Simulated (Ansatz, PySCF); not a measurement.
In(F)(Br)(NH2) (BrFH₂InN), SMILES [NH2][In]([F])[Br]. Atoms are numbered in the order given.

```xyz
6

In     0.0356    -0.6710     0.2727
F     -1.4445    -1.8558    -0.1980
Br    -0.0442     1.5649    -0.7527
N      1.3530    -1.2734     1.6722
H      2.2611    -0.8168     1.6350
H      1.4853    -2.2809     1.7272
```
Charge 0, spin multiplicity 1.

Geometry: PBE0-D3(BJ)/def2-SVP. The structure was generated by enumeration; whether it is a known compound was not checked. The def2 effective core potentials stand for the cores of In; spin–orbit coupling is left out. One conformer was computed; it need not be the lowest.

Two levels are set side by side: PBE-D3(BJ)/def2-SVP (Ansatz, an electronic-structure program) and PBE0-D3(BJ)/def2-SVP (Ansatz). Each level has its own optimised geometry; the coordinates shown are those of the second. Frequencies come from the Hessian of PySCF at each geometry. Differences are taken from unrounded values.

| quantity | PBE0-D3(BJ) | PBE-D3(BJ) | PBE-D3(BJ) minus PBE0-D3(BJ) |
|---|---|---|---|
| mean bond length (Å) | 1.693 | 1.715 | 0.022 |
| bond In1–F2 (Å) | 1.953 | 1.976 | 0.022 |
| bond In1–Br3 (Å) | 2.461 | 2.488 | 0.027 |
| bond In1–N4 (Å) | 2.014 | 2.052 | 0.038 |
| bond N4–H5 (Å) | 1.017 | 1.030 | 0.013 |
| bond N4–H6 (Å) | 1.018 | 1.030 | 0.013 |
| highest harmonic wavenumber (cm⁻¹) | 3679 | 3513 | -166 |
| mean harmonic wavenumber (cm⁻¹) | 1010 | 975 | -35 |
| zero-point energy (kcal/mol) | 17.33 | 16.73 | -0.60 |

Exact exchange shortens and stiffens bonds; PBE has none. Differences between two approximate levels are no errors against the true value.
